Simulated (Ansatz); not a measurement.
Species: bromo(trimethyl)silane, C₃H₉BrSi, charge 0, multiplicity 1. 
Coordinates optimised at B3LYP-D3(BJ)/def2-TZVP (Ansatz, a quantum-chemistry and plane-wave program):
SMILES: Br[Si](C)(C)C
```xyz
14

C      0.5234     1.5962     1.5092
Si     0.3067    -0.1027     0.7668
C     -0.9304    -1.1189     1.7269
C      1.9397    -0.9908     0.5961
Br    -0.5281     0.1769    -1.3203
H     -0.4295     2.1248     1.5620
H      0.9262     1.5165     2.5226
H      1.2126     2.1980     0.9150
H     -1.8950    -0.6121     1.7814
H     -1.0847    -2.0923     1.2589
H     -0.5729    -1.2832     2.7471
H      2.3867    -1.1512     1.5811
H      1.8085    -1.9632     0.1191
H      2.6403    -0.4098    -0.0055
```

Quantity: atomisation energy (electronic, to ground-state atoms), in kcal/mol. Cores are frozen in the correlated levels unless marked. UHF or UKS for open shells. Spin-orbit coupling is left out. The frozen core is the preceding noble-gas configuration, with the filled d and f shells of earlier blocks. Non-relativistic. The coupled-cluster limit lacks core correlation, which all-electron functionals hold. CBS marks a two-point X^-3 extrapolation of the correlation energy; Hartree-Fock from the larger set.

```tsv
level	program	atomisation energy (kcal/mol)	minus last row
PBE0/6-31G*	Ansatz	1237.6	-6.3
PBE0-D3(BJ)/def2-TZVPD	Ansatz + dftd3	1247.5	3.6
PBE0/def2-QZVPP	Ansatz	1241.7	-2.2
HSE06-D4/def2-TZVPD	Ansatz + dftd4	1247.5	3.6
HSE06/def2-TZVPD	Ansatz	1241.2	-2.7
wB97M-V/def2-TZVPD	Ansatz	1244.9	1.0
B2PLYP-D3(BJ)/def2-TZVPD	Ansatz + dftd3	1231.4	-12.5
MP2/6-31G*	Ansatz	1136.5	-107.4
MP2/def2-QZVPPD	Ansatz	1242.9	-1.0
RI-MP2/def2-TZVPPD	Ansatz	1228.0	-15.9
RI-MP2/def2-QZVPPD	Ansatz	1242.8	-1.1
SCS-MP2/6-31G*	Ansatz	1129.2	-114.7
CCSD/def2-SVPD	Ansatz	1179.8	-64.1
CCSD/def2-QZVPPD	Ansatz	1218.9	-25.0
CCSD(T)/CBS(def2-TZVPPD,def2-QZVPPD)	Ansatz	1243.9	0.0
```
